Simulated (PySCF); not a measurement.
PySCF input for Pb(Cl)(NH2) (ClH2NPb), SMILES [NH2][Pb][Cl] (connectivity only; charge and spin as stated), neutral, multiplicity 1, TDA-LC-ωPBE/def2-SVPD. The structure is a stationary point at PBE-D3(BJ)/def2-TZVP. The def2 effective core potentials stand for the cores of Pb; spin–orbit coupling is left out. The values are those of a single conformer.

```python
import numpy as np
from pyscf import gto, scf, dft, tdscf

mol = gto.M(
    atom='''
    Pb   -0.25785268    0.34201389    0.00000000
    Cl    0.21949492   -2.11509557    0.00000000
    N     1.81061327    0.85340670    0.00000000
    H     2.19779830    1.79478400    0.00000000
    H     2.54041516    0.14285495    0.00000000
    ''',
    basis='def2-SVPD',
    ecp={'Pb': 'def2-svp'},
    charge=0,
    spin=0,
    symmetry=True,
    max_memory=1600,
    verbose=4,
)
mf = dft.RKS(mol, xc='lc_wpbe').density_fit(auxbasis='def2-universal-jkfit')
mf.grids.level = 3
mf.conv_tol = 1e-9
mf.max_cycle = 100
mf.kernel()
mf.grids = dft.Grids(mol).set(level=1).build(with_non0tab=True)  # coarser grid for the response kernel
td = tdscf.TDA(mf)
td.singlet = True
td.nstates = 10
td.conv_tol = 1e-4
td.kernel(x0=td.get_init_guess(mf, 15))
td.analyze()
tt = tdscf.TDA(mf)
tt.singlet = False
tt.nstates = 4
tt.conv_tol = 1e-4
tt.kernel(x0=tt.get_init_guess(mf, 9))
tt.analyze(verbose=3)
```

Program output:

```
PySCF version 2.14.0

[INPUT] verbose = 4
[INPUT] num. atoms = 5
[INPUT] num. electrons = 48
[INPUT] charge = 0
[INPUT] spin (= nelec alpha-beta = 2S) = 0
[INPUT] symmetry True subgroup None
[INPUT] Mole.unit = angstrom
[INPUT] Symbol           X                Y                Z      unit          X                Y                Z       unit  Magmom
[INPUT]  1 Pb    -0.257852680000   0.342013890000   0.000000000000 AA   -0.487270945685   0.646312582897   0.000000000000 Bohr   0.0
[INPUT]  2 Cl     0.219494920000  -2.115095570000   0.000000000000 AA    0.414785284533  -3.996951354581   0.000000000000 Bohr   0.0
[INPUT]  3 N      1.810613270000   0.853406700000   0.000000000000 AA    3.421563197803   1.612704935869   0.000000000000 Bohr   0.0
[INPUT]  4 H      2.197798300000   1.794784000000   0.000000000000 AA    4.153236864035   3.391650212751   0.000000000000 Bohr   0.0
[INPUT]  5 H      2.540415160000   0.142854950000   0.000000000000 AA    4.800688895093   0.269956731038   0.000000000000 Bohr   0.0

nuclear repulsion = 156.662775310138
point group symmetry = Cs
symmetry origin: [4.02441675e-09 2.44964492e-09 0.00000000e+00]
symmetry axis x: [1.00000000e+00 2.46728604e-09 0.00000000e+00]
symmetry axis y: [-2.46728604e-09  1.00000000e+00  0.00000000e+00]
symmetry axis z: [0. 0. 1.]
num. orbitals of irrep A' = 67
num. orbitals of irrep A" = 28
number of shells = 39
number of NR pGTOs = 162
number of NR cGTOs = 95
basis = def2-SVPD
ecp = {'Pb': 'def2-svp'}


[settings echo left out]
init E= -684.177563282289
HOMO (A") = -0.689091593235307  LUMO (A") = -0.579431640939738  gap/eV = 2.98400
cycle= 1 E= -707.994697119703  delta_E= -23.8  |g|= 1.69  |ddm|= 14.4
HOMO (A') = -0.188955611169355  LUMO (A') = 0.0229609256829093  gap/eV = 5.76654
cycle= 2 E= -708.428074163643  delta_E= -0.433  |g|= 1.29  |ddm|= 8.23
HOMO (A") = -0.29961537177565  LUMO (A") = 0.00804066708175899  gap/eV = 8.37175
cycle= 3 E= -708.765814638078  delta_E= -0.338  |g|= 0.239  |ddm|=    2
HOMO (A') = -0.378161899019406  LUMO (A") = -0.0175556689740377  gap/eV = 9.81260
cycle= 4 E= -708.776673064495  delta_E= -0.0109  |g|= 0.128  |ddm|= 0.321
HOMO (A") = -0.366761080845102  LUMO (A") = -0.0132094898523416  gap/eV = 9.62063
cycle= 5 E= -708.780862598832  delta_E= -0.00419  |g|= 0.0171  |ddm|= 0.163
HOMO (A") = -0.369454538317309  LUMO (A") = -0.0128608606830527  gap/eV = 9.70341
cycle= 6 E= -708.781187586749  delta_E= -0.000325  |g|= 0.0082  |ddm|= 0.0566
HOMO (A") = -0.369503695128136  LUMO (A") = -0.012621937660696  gap/eV = 9.71125
cycle= 7 E= -708.781266294311  delta_E= -7.87e-05  |g|= 0.00326  |ddm|= 0.0283
HOMO (A") = -0.368936345244504  LUMO (A") = -0.0127686576214865  gap/eV = 9.69182
cycle= 8 E= -708.781279849597  delta_E= -1.36e-05  |g|= 0.000722  |ddm|= 0.0148
HOMO (A") = -0.368942015229511  LUMO (A") = -0.0127789299396293  gap/eV = 9.69169
cycle= 9 E= -708.781280345567  delta_E= -4.96e-07  |g|= 0.000178  |ddm|= 0.00246
HOMO (A") = -0.368957107116352  LUMO (A") = -0.0127629130178732  gap/eV = 9.69254
cycle= 10 E= -708.781280375163  delta_E= -2.96e-08  |g|= 3.71e-05  |ddm|= 0.000595
HOMO (A") = -0.368961077944967  LUMO (A") = -0.0127659697802782  gap/eV = 9.69256
cycle= 11 E= -708.781280376493  delta_E= -1.33e-09  |g|= 9.01e-06  |ddm|= 0.00017
HOMO (A") = -0.368960845695376  LUMO (A") = -0.0127664552849538  gap/eV = 9.69254
cycle= 12 E= -708.781280376578  delta_E= -8.5e-11  |g|= 2.33e-06  |ddm|= 3.62e-05
HOMO (A") = -0.368960614608651  LUMO (A") = -0.0127664432565489  gap/eV = 9.69254
Extra cycle  E= -708.781280376579  delta_E= -1.14e-12  |g|= 9.97e-07  |ddm|= 7.63e-06
converged SCF energy = -708.781280376579
tot grids = 25040


******** <class 'pyscf.tdscf.rks.TDA'> for <class 'pyscf.df.df_jk.DFSymAdaptedRKS'> ********
nstates = 10 singlet
deg_eia_thresh = 1.000e-03
wfnsym = None
conv_tol = 0.0001
eigh lindep = 1e-12
eigh level_shift = 0
eigh max_cycle = 100


Excitation energies (eV)
[4.75622046 5.07385002 5.76662136 5.91207875 6.05680746 6.52299242
 6.52900282 6.60773056 7.0758662  7.19702759]

** Singlet excitation energies and oscillator strengths **
Excited State   1:   A"      4.75622 eV    260.68 nm  f=0.0498
      23 -> 25       -0.68745
Excited State   2:   A'      5.07385 eV    244.36 nm  f=0.0673
      24 -> 25        0.67535
Excited State   3:   A"      5.76662 eV    215.00 nm  f=0.0031
      22 -> 25       -0.68345
Excited State   4:   A"      5.91208 eV    209.71 nm  f=0.0184
      22 -> 25        0.11100
      24 -> 26        0.64760
      24 -> 27        0.18601
      24 -> 35       -0.11556
Excited State   5:   A'      6.05681 eV    204.70 nm  f=0.0119
      21 -> 25       -0.61604
      23 -> 26        0.29014
      23 -> 28       -0.11135
Excited State   6:   A'      6.52299 eV    190.07 nm  f=0.1800
      20 -> 26       -0.13683
      21 -> 25       -0.25046
      22 -> 26       -0.22285
      22 -> 28        0.15621
      23 -> 26       -0.53056
      23 -> 27       -0.13649
      23 -> 28        0.10496
Excited State   7:   A"      6.52900 eV    189.90 nm  f=0.0028
      20 -> 25       -0.68364
      23 -> 25        0.10556
Excited State   8:   A"      6.60773 eV    187.64 nm  f=0.0262
      21 -> 26       -0.13049
      24 -> 27        0.16916
      24 -> 28        0.62274
      24 -> 30        0.12534
      24 -> 35        0.11611
Excited State   9:   A"      7.07587 eV    175.22 nm  f=0.0193
      21 -> 26        0.59171
      21 -> 27        0.17041
      21 -> 28       -0.24307
      24 -> 27        0.11941
Excited State  10:   A'      7.19703 eV    172.27 nm  f=0.3042
      20 -> 26       -0.20911
      21 -> 25       -0.12591
      22 -> 26        0.54665
      22 -> 27        0.19087
      22 -> 28       -0.13032
      23 -> 26       -0.20909
      23 -> 27        0.10354

** Transition electric dipole moments (AU) **
state          X           Y           Z        Dip. S.      Osc.
  1        -0.0000     -0.0000     -0.6540      0.4277      0.0498
  2         0.6721      0.2992     -0.0000      0.5412      0.0673
  3        -0.0000      0.0000      0.1469      0.0216      0.0031
  4         0.0000      0.0000     -0.3566      0.1271      0.0184
  5         0.0921      0.2684      0.0000      0.0805      0.0119
  6         0.3075     -1.0157      0.0000      1.1262      0.1800
  7        -0.0000     -0.0000     -0.1312      0.0172      0.0028
  8         0.0000      0.0000     -0.4026      0.1621      0.0262
  9         0.0000      0.0000     -0.3335      0.1112      0.0193
 10         0.1313     -1.3070     -0.0000      1.7255      0.3042

WARN: ECP detected. Skipping calculation of transition velocity and magnetic dipole moments, which have not yet been implemented.



******** <class 'pyscf.tdscf.rks.TDA'> for <class 'pyscf.df.df_jk.DFSymAdaptedRKS'> ********
nstates = 4 triplet
deg_eia_thresh = 1.000e-03
wfnsym = None
conv_tol = 0.0001
eigh lindep = 1e-12
eigh level_shift = 0
eigh max_cycle = 100


Excitation energies (eV)
[3.71008478 3.77438101 5.27273574 5.61258967]

** Triplet excitation energies and oscillator strengths **
Excited State   1:   A'      3.71008 eV    334.18 nm  f=0.0000
Excited State   2:   A"      3.77438 eV    328.49 nm  f=0.0000
Excited State   3:   A'      5.27274 eV    235.14 nm  f=0.0000
Excited State   4:   A"      5.61259 eV    220.90 nm  f=0.0000
```

Self-consistency was reached.

Cost: around 29 core-seconds (rough).
